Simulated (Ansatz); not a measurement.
Si₂H₇O₂F₃, closed shell: a trajectory.

Input (in.yaml):

```yaml
crystal:
  periodic: [false, false, false]
  atoms:
    - {symbol: Si, position_ang: [-1.472611, 1.012545, -0.360550]}
    - {symbol: Si, position_ang: [2.188639, -1.209089, -0.586142]}
    - {symbol: F, position_ang: [-1.050530, -0.469307, -0.660452]}
    - {symbol: F, position_ang: [-2.795716, 1.076246, 0.478884]}
    - {symbol: O, position_ang: [-1.683721, 1.692563, -1.805579]}
    - {symbol: H, position_ang: [-0.501734, -1.247067, 1.897364]}
    - {symbol: F, position_ang: [-0.330046, 1.754604, 0.430049]}
    - {symbol: H, position_ang: [1.678617, -1.245935, 0.809873]}
    - {symbol: O, position_ang: [-0.905625, -0.433451, 2.209991]}
    - {symbol: H, position_ang: [3.647135, -1.488816, -0.563429]}
    - {symbol: H, position_ang: [1.495125, -2.243248, -1.391067]}
    - {symbol: H, position_ang: [1.950243, 0.136940, -1.160889]}
    - {symbol: H, position_ang: [-2.041204, 2.578974, -1.861545]}
    - {symbol: H, position_ang: [-0.178572, 0.085041, 2.563493]}
basis:
  gaussian: {orbitals: def2-SVP}
hamiltonian: {xc: pbe0, dispersion: d4}
md: {n_steps: 30, timestep: 0.5, temperature: 300, ensemble: npt_langevin, seed: 285, pressure: 1.0, initial_velocities: maxwell_boltzmann}
```

Launched with

```bash
ansatz run in.yaml --threads 4 --pin off --events-out ev --progress --plain --max-ram 66560MiB --backend cpu
```

Output of Ansatz 0.2.0:

```
Error: invalid value for `basis.gaussian`: such a run doesn't read md.pressure; remove what it names
```

The run took 0.05 s on 4 CPU threads of an AMD EPYC 7R13 (shared host), with 0.77 GiB of host memory at its peak.


The program refused the input. A pressure has no meaning for a molecule without a cell.